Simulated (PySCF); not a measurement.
Isomers of C7H5F3.

All values: PBE0/pcSseg-1 (PySCF) at GFN2-xTB geometries, gas phase, one conformer each.

Question: Rank by the lowest IAO charge on any atom, lowest value first.
A. benzotrifluoride (`FC(F)(F)c1ccccc1`)
B. `C=C1C=C(C(F)(F)F)C1=C`
C. `C(C#CC#CC)C(F)(F)F`
D. `[F:1][C:2]1=[CH:3][C@@H:4]2[C:5]([CH:6]([F:7])[F:8])=[CH:9][C@H:10]12` with C4–C5–C6–F7 58°

Answer: C (-0.437 e), B (-0.330 e), D (-0.304 e), A (-0.286 e).

Question: Rank by the highest IAO charge on any atom, lowest value first.
A. `C=C1C=C(C(F)(F)F)C1=C`
B. `FC(F)(CC#CC#CC)F`
C. `[F:1][C:2]1=[CH:3][C@@H:4]2[C:5]([CH:6]([F:7])[F:8])=[CH:9][C@H:10]12` with C4–C5–C6–F7 58°

Answer: C (+0.435 e), A (+0.801 e), B (+0.819 e).

All values together:

```tsv
SMILES	μ (D)	HOMO (eV)	LUMO (eV)	lowest IAO charge (e)	highest IAO charge (e)	lowest Hirshfeld charge (e)	highest Hirshfeld charge (e)
FC1=C[C@@H]2C(C(F)F)=C[C@H]12	1.79	-7.35	-0.97	-0.304 (F)	+0.435 (C)	-0.113 (F)	+0.144 (C)
FC(F)(F)c1ccccc1	2.95	-7.95	-1.01	-0.286 (F)	+0.803 (C)	-0.109 (F)	+0.259 (C)
CC#CC#CCC(F)(F)F	2.78	-7.18	-0.62	-0.437 (C)	+0.819 (C)	-0.099 (F)	+0.266 (C)
C=C1C=C(C(F)(F)F)C1=C	2.61	-7.40	-1.73	-0.330 (C)	+0.801 (C)	-0.100 (F/C)	+0.259 (C)
```

Conformers: `[F:1][C:2]1=[CH:3][C@@H:4]2[C:5]([CH:6]([F:7])[F:8])=[CH:9][C@H:10]12` with C4–C5–C6–F7 58°.
